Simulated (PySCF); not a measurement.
# C₆ coefficients of unlike pairs at PBEsol

Calculated with PySCF 2.14 from the dipole response of each species, C₆(A,B) = (3/π) ∫ α_A(iu) α_B(iu) du, in atomic units, from isotropic polarisabilities. For ions this is the dispersion term alone; charge-induced terms of lower order in 1/R come first.

```
species            configuration                                                                 basis      relativity  α (bohr³)  C₆ (like pair)
    Mo⁺            [Kr] 4d5 (6S)  def2-QZVPPD with the def2 core potential (28 electrons) (7s5p4d3f2g)  core potential      21.00           134.6
    Xe⁺   [Kr] 4d10 5s2 5p5 (2P)                           aug-cc-pwCVTZ-PP with ECP28MDF (8s7p6d4f1g)  core potential      18.34           160.0
   Bi³⁺  [Xe] 4f14 5d10 6s2 (1S)                           aug-cc-pwCVTZ-PP with ECP60MDF (8s7p6d4f1g)  core potential      9.602           58.75
```

Estimate C₆ for Xe⁺ with Mo⁺.

The integral gives 145.5. The combination rule 2 C_A C_B / (C_A α_B/α_A + C_B α_A/α_B) gives 143.2 and the geometric mean 146.7.

No spin-orbit coupling is included.

The other pairs:

```
     pair     C₆
Bi³⁺, Xe⁺  95.28
Bi³⁺, Mo⁺  86.02
```
